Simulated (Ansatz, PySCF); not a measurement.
Pulling on the Cd1–H2 bond in CdH2 (SMILES [CdH2]) (multiplicity 1 held, fragments rigid). Energies count from the point at 1.681 Å.
Geometry at that point (charge 0, multiplicity 1):
```xyz
3

Cd     0.000     0.000     0.000
H      0.000     0.000     1.681
H      0.000     0.000    -1.681
```

U- levels take the lowest unrestricted solution at each point, which mixes spins at long bonds. Active spaces are followed from a long bond inwards. Curves can end on different states.

Correlated levels freeze the cores. Rows in 3-21G, LANL2DZ carry no dispersion term and start afresh at each structure; the Pople sets are all-electron and without relativity. LANL2DZ brings its own core potentials from Na on.

Programs: Ansatz (a first-principles code) with Gaussian orbitals; PySCF for 3-21G rows, LANL2DZ rows. Values without a source in brackets are computed. In def2 rows elements past Kr take small-core potentials, without spin–orbit coupling.

Energies in kcal/mol.

| R (Å) | R-HF/3-21G | U-HF/LANL2DZ | U-HF/def2-TZVPP | U-CCSD/def2-TZVPP | FIC-MRCISD+Q on CASSCF(2,2)/def2-TZVPP |
|---|---|---|---|---|---|
| 1.345 | 41.1 | 31.5 | 30.2 | 25.3 | 25.4 |
| 1.513 | 11.4 | 7.3 | 6.7 | 4.7 | 4.7 |
| 1.681 | 0.0 | 0.0 | 0.0 | 0.0 | 0.0 |
| 1.849 | -1.3 | 1.8 | 2.1 | 3.4 | 3.4 |
| 2.017 | 2.8 | 8.5 | 8.8 | 10.8 | 10.6 |
| 2.270 | 14.2 | 22.6 | 22.6 | 24.3 | 23.8 |
| 2.522 | 28.1 | 35.6 | 35.9 | 38.3 | 36.9 |
| 2.942 | 51.4 | 46.1 | 46.8 | 57.7 | 54.5 |
| 3.362 | 72.4 | 50.1 | 50.9 | 68.1 | 65.5 |
| 3.867 | 93.6 | 51.7 | 52.6 | 72.0 | 71.7 |
| 4.539 | 115.5 | 52.3 | 53.1 | 73.0 | 74.1 |
| 5.380 | 134.7 | 52.5 | 53.2 | 73.1 | 74.6 |

Doubts at one or more of the structures used: a restricted determinant that unrestricted orbitals would lower (R-HF/3-21G); a spin-contaminated determinant (U-HF/LANL2DZ, U-HF/def2-TZVPP, U-CCSD/def2-TZVPP); T1 above 0.05 (U-CCSD/def2-TZVPP).
